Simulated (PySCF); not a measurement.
## Exercise with solution: chemical shift, span and skew from a shielding tensor

(E)-1-bromo-2-chloroprop-1-ene (C3H4BrCl), SMILES C/C(Cl)=C\Br. Atoms are numbered in the order given.

```xyz
9

C     -1.6851    -1.0687     0.0000
C     -0.1978    -1.0713     0.0000
Cl     0.5215    -2.6714     0.0000
C      0.6505    -0.0318     0.0000
Br     0.0857     1.7669     0.0000
H     -2.0667    -1.5999     0.8869
H     -2.0722    -0.0413     0.0000
H     -2.0667    -1.5999    -0.8869
H      1.7345    -0.1557     0.0000
```
Charge 0, spin multiplicity 1.

Geometry: r2SCAN-D4/def2-SVP.

GIAO shieldings from HF/pcSseg-1 (PySCF), non-relativistic, no solvent. The symmetric part of the tensor of C4 has the principal values -43.7, 109.1, 131.5 ppm. The same nucleus in TMS has σ = 192.6 ppm at this level (PySCF, at its B3LYP-D3(BJ)/def2-TZVP geometry). Without spin–orbit terms, shifts of atoms bonded to Cl or Br come out too high.

Q: Work out the isotropic shielding, the ¹³C shift against TMS, the span and the skew.

A: 
σ(iso) = (σ11 + σ22 + σ33)/3 = 65.6 ppm. δ = σ(ref) − σ(iso) = 192.6 − (65.6) = 127.0 ppm.
Span Ω = σ33 − σ11 = 175.2 ppm. Skew κ = 3(σ(iso) − σ22)/Ω = -0.74. Tumbling in solution averages the tensor to δ; in a static solid the shielding alone would spread this spin-1/2 line over Ω.
